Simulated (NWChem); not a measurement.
The numbers come from NWChem runs, not from measurements. System: CH₄F₂Si, charge 1, spin multiplicity 2, at the geometry of a parent with another charge or spin, in a state set for the comparison that need not be this species' ground state. Its SCF solution wasn't tested for a lower state.

Input file:

```
start mol
memory heap 200 mb stack 900 mb global 1100 mb
charge 1
geometry units angstroms nocenter noautoz noautosym
  F      1.722702     0.073620     0.846151
  C      1.074735    -0.572123    -0.203417
  Si    -0.805389    -0.328826    -0.096102
  F     -1.189551     1.230840    -0.429994
  H      1.468598    -0.191956    -1.175193
  H      1.306284    -1.664463    -0.169808
  H     -1.282165    -0.642226     1.289718
  H     -1.464043    -1.205199    -1.124192
end
basis spherical
  * library def2-svp
end
dft
  xc xpbe96 cpbe96
  odft
  mult 2
  semidirect memsize 60000000 filesize 0
  iterations 100
end
task dft energy
```

The output up to the point where the run's verdict is printed (cleaned and shortened):

```
             Northwest Computational Chemistry Package (NWChem) 7.3.0
             --------------------------------------------------------

                                NWChem Input Module
                                -------------------

 Scaling coordinates for geometry "geometry" by  1.889725989
 (inverse scale =  0.529177249)

                             Geometry "geometry" -> ""
                             -------------------------

 Output coordinates in angstroms (scale by  1.889725989 to convert to a.u.)

  No.       Tag          Charge          X              Y              Z
 ---- ---------------- ---------- -------------- -------------- --------------
    1 F                    9.0000     1.72270200     0.07362000     0.84615100
    2 C                    6.0000     1.07473500    -0.57212300    -0.20341700
    3 Si                  14.0000    -0.80538900    -0.32882600    -0.09610200
    4 F                    9.0000    -1.18955100     1.23084000    -0.42999400
    5 H                    1.0000     1.46859800    -0.19195600    -1.17519300
    6 H                    1.0000     1.30628400    -1.66446300    -0.16980800
    7 H                    1.0000    -1.28216500    -0.64222600     1.28971800
    8 H                    1.0000    -1.46404300    -1.20519900    -1.12419200

 Effective nuclear repulsion energy (a.u.)     170.3244256550

            Nuclear Dipole moment (a.u.)
            ----------------------------
        X                 Y               Z
 ---------------- ---------------- ----------------
    -0.0000056692    -0.0000113384     0.0000151178


 Summary of "ao basis" -> "" (spherical)
 ------------------------------------------------------------------------------
       Tag                 Description            Shells   Functions and Types
 ---------------- ------------------------------  ------  ---------------------
 *                          def2-svp                  on all atoms

  pbe96 is a nonlocal functional; adding pw91lda local functional.

                                 NWChem DFT Module
                                 -----------------
[...]
 d= 0,ls=0.5,diis    75   -528.6540251886 -5.19D-05  1.45D-05  2.22D-04    65.6
                                                     7.41D-05  1.86D-04
 d= 0,ls=0.5,diis    76   -528.6540873047 -6.21D-05  2.99D-05  1.96D-04    66.7
                                                     7.62D-05  1.70D-04
 d= 0,ls=0.5,diis    77   -528.6541774486 -9.01D-05  4.10D-05  1.34D-04    67.9
                                                     7.00D-05  1.38D-04
 d= 0,ls=0.5,diis    78   -528.6541850601 -7.61D-06  3.68D-05  1.91D-04    68.9
                                                     6.55D-05  1.69D-04
 d= 0,ls=0.5,diis    79   -528.6541899217 -4.86D-06  1.90D-05  2.41D-04    69.9
                                                     6.25D-05  1.97D-04
 d= 0,ls=0.5,diis    80   -528.6542183573 -2.84D-05  4.05D-05  2.48D-04    70.9
                                                     6.82D-05  2.05D-04
 d= 0,ls=0.5,diis    81   -528.6543248638 -1.07D-04  6.02D-05  1.42D-04    71.8
                                                     7.74D-05  1.41D-04
 d= 0,ls=0.5,diis    82   -528.6544355514 -1.11D-04  3.23D-05  4.36D-05    72.8
                                                     6.68D-05  6.90D-05
 d= 0,ls=0.5,diis    83   -528.6544710077 -3.55D-05  1.29D-05  5.56D-05    73.8
                                                     6.63D-05  6.75D-05
 d= 0,ls=0.5,diis    84   -528.6545246305 -5.36D-05  4.72D-05  3.14D-05    74.8
                                                     6.06D-05  4.86D-05
 d= 0,ls=0.5,diis    85   -528.6545332655 -8.63D-06  4.04D-05  6.89D-05    75.7
                                                     5.64D-05  6.84D-05
 d= 0,ls=0.5,diis    86   -528.6545392345 -5.97D-06  2.41D-05  1.04D-04    76.7
                                                     5.36D-05  8.66D-05
 d= 0,ls=0.5,diis    87   -528.6545578959 -1.87D-05  2.03D-05  1.13D-04    77.6
                                                     5.69D-05  9.22D-05
 d= 0,ls=0.5,diis    88   -528.6546119367 -5.40D-05  2.31D-05  7.36D-05    78.6
                                                     5.18D-05  7.05D-05
 d= 0,ls=0.5,diis    89   -528.6546257253 -1.38D-05  6.02D-05  9.14D-05    79.6
                                                     5.06D-05  7.90D-05
 d= 0,ls=0.5,diis    90   -528.6545963894  2.93D-05  3.36D-05  1.66D-04    80.5
                                                     4.43D-05  1.17D-04
 d= 0,ls=0.5,diis    91   -528.6545916055  4.78D-06  2.00D-05  1.94D-04    81.5
                                                     4.51D-05  1.34D-04
 d= 0,ls=0.5,diis    92   -528.6546407259 -4.91D-05  8.26D-05  1.43D-04    82.4
                                                     6.71D-05  1.09D-04
 d= 0,ls=0.5,diis    93   -528.6547452413 -1.05D-04  2.08D-05  2.84D-05    83.3
                                                     4.91D-05  3.85D-05
 d= 0,ls=0.5,diis    94   -528.6547686223 -2.34D-05  5.94D-05  3.10D-05    84.3
                                                     4.60D-05  3.63D-05
 d= 0,ls=0.5,diis    95   -528.6547507798  1.78D-05  2.10D-05  8.82D-05    85.2
                                                     4.05D-05  6.41D-05
 d= 0,ls=0.5,diis    96   -528.6547600444 -9.26D-06  9.15D-06  9.45D-05    86.1
                                                     3.99D-05  6.84D-05
 d= 0,ls=0.5,diis    97   -528.6547834626 -2.34D-05  6.97D-05  8.03D-05    87.1
                                                     5.90D-05  6.14D-05
 d= 0,ls=0.5,diis    98   -528.6548502110 -6.67D-05  1.79D-05  1.52D-05    88.1
                                                     4.36D-05  2.49D-05
 d= 0,ls=0.5,diis    99   -528.6548659772 -1.58D-05  4.97D-05  1.85D-05    89.0
                                                     4.19D-05  2.54D-05
 d= 0,ls=0.5,diis   100   -528.6548565962  9.38D-06  3.30D-05  5.38D-05    90.0
                                                     3.64D-05  4.42D-05
```

The run did not converge; its last values are not results. The next line reads: Calculation failed to converge. NWChem stopped with the message: dft energy failed.
